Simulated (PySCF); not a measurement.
# Orbital picture of Ge₂⁻

PBE0 at R = 2.308 Å; PySCF, scalar-relativistic core potentials, basis sets Ge aug-cc-pVDZ-PP with ECP10. State: ²Πu (doublet), unpaired electrons π ↑. Only the outer orbitals are listed.

```
spin  orbital  occ.  ε (eV)  main shells (%)
   α       σg     1   -9.75             93 s
   α       σu     1   -5.75       85 s, 14 p
   α       πu     1   -1.01             97 p
   α       σg     1   -0.57       85 p, 15 s
   α       πu     1   -0.42             98 p
   α       πg     0    2.74            101 p
   β       σg     1   -9.15             94 s
   β       σu     1   -5.37       81 s, 17 p
   β       σg     1   -0.40       85 p, 14 s
   β       πu     1   -0.22             98 p
   β       πu     0    1.41             99 p
```

**Question.** Which are the highest filled and the lowest empty level, where do they sit, and how wide is the gap?

**Answer.** Highest filled β πu at -0.22 eV (in %: 98 p); lowest empty β πu at 1.41 eV (in %: 99 p); the gap at PBE0 is 1.63 eV. Both belong to one degenerate shell, split only by its one-sided filling, so this is no excitation gap. An empty level above zero is unbound, and its energy depends on the basis.

| Quantity | Value |
| --- | --- |
| bond order (Mayer) | 2.60 |
| ⟨S²⟩ | 0.753 |
| polarisability along the bond | 236.8 bohr³ |
| polarisability across the bond | 142.3 bohr³ |

Shares are Mulliken populations and can fall outside 0 to 100 %.

Spin–orbit coupling is left out. The state was picked by a PBE0 search and need not be the measured ground state.
